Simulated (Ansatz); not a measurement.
Total energies of Cd₅CuS₄I₄ from Ansatz at PBE-QIDH/def2-TZVP, gas phase (1 Eh = 27.2114 eV = 2625.5 kJ/mol). The reference geometry is relaxed at PBE-D4/def2-SVP.

```xyz
14

Cu   -2.097   -0.292    0.537
Cd    0.436    0.876    2.320
Cd    0.890   -1.731   -0.741
Cd   -1.685   -1.096   -2.435
Cd    2.289    1.101   -0.684
Cd   -0.901    1.759   -1.004
S    -0.391   -1.439    1.402
S    -3.121    0.575   -1.300
S     0.859    2.742    0.441
S     0.616    0.183   -2.553
I    -2.456    1.265    2.631
I     2.511    0.972    4.038
I    -0.697   -3.685   -2.326
I     3.747   -1.231   -0.326
```

```tsv
state	geometry	energy (Eh)
charge 0 doublet	reference	-5260.96012
charge 1 triplet	reference	-5260.65161
charge -1 singlet	reference	-5261.13875
free Cu atom (doublet)	–	-1639.95765
free Cd atom (singlet)	–	-167.64895
free S atom (triplet)	–	-397.88796
free I atom (doublet)	–	-297.53980
```

In the def2 sets Cd, I take a core potential; there is no spin–orbit coupling. Correlated methods freeze 45 core orbitals; core or outer-core shells of Cd, I are correlated, in sets that lack core-valence functions. Single mean-field runs in def2-TZVP are fitted with def2-universal-jkfit.

(1) Work out the vertical ionisation energy to the triplet.

(2) Work out the vertical electron affinity, to the singlet.

(3) Give the fundamental gap IE − EA, the Mulliken electronegativity (IE + EA)/2 and the hardness (IE − EA)/2.

(4) What is the binding energy per atom against free atoms?

(1) E(charge 1 triplet) − E(charge 0 doublet) = -5260.65161 − (-5260.96012) = 0.30851 Eh = 8.39 eV.

(2) E(charge 0 doublet) − E(charge -1 singlet) = -5260.96012 − (-5261.13875) = 0.17863 Eh = 4.86 eV. The basis lacks diffuse functions, which makes affinities too small.

(3) From the values in Eh: IE − EA = 0.30851 − 0.17863 = 0.12988 Eh = 3.53 eV; (IE + EA)/2 = 6.63 eV; (IE − EA)/2 = 1.77 eV.

(4) Atoms: 1 × (-1639.95765) + 5 × (-167.64895) + 4 × (-397.88796) + 4 × (-297.53980) = -5259.91344 Eh. Binding: -5259.91344 − (-5260.96012) = 1.04668 Eh = 28.48 eV, or 2.03 eV for each of 14 atoms (no zero-point energy, no counterpoise term).
